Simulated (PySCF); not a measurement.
CH5GeN, neutral, multiplicity 1.

```xyz
8

Ge    -0.1964    -0.1196     0.4311
C      0.6352     1.5292    -0.3291
H      0.2169     2.4357     0.1368
H      0.5263     1.6078    -1.4235
H      1.7149     1.5137    -0.0931
N     -0.0106    -1.1379    -1.0587
H      0.3897    -0.8296    -1.9408
H     -0.3014    -2.1099    -1.0900
```
Charge 0, spin multiplicity 1.

Geometry optimised at ωB97X-D3(BJ)/def2-SVP. The values are those of a single conformer.

These are HF/pcSseg-1 run with PySCF values and carry that method's errors. Non-relativistic, no solvent.

Q: Give the absolute GIAO shielding of each atom: isotropic value and principal components (ppm). (An estimate is asked for; the answer gives what the named calculation found.)

A: 
| atom | σ(iso) | σ11 | σ22 | σ33 | span |
|---|---|---|---|---|---|
| Ge1 | 798.0 | -445.2 | 1312.8 | 1526.5 | 1971.7 |
| C2 | 167.4 | 135.8 | 168.9 | 197.5 | 61.7 |
| H3 | 30.5 | 27.1 | 28.5 | 36.0 | 8.9 |
| H4 | 31.0 | 26.7 | 29.5 | 36.7 | 10.0 |
| H5 | 31.6 | 27.6 | 29.5 | 37.7 | 10.1 |
| N6 | 128.3 | -38.0 | 209.5 | 213.4 | 251.4 |
| H7 | 27.2 | 22.1 | 23.3 | 36.3 | 14.1 |
| H8 | 26.9 | 22.7 | 23.8 | 34.3 | 11.6 |
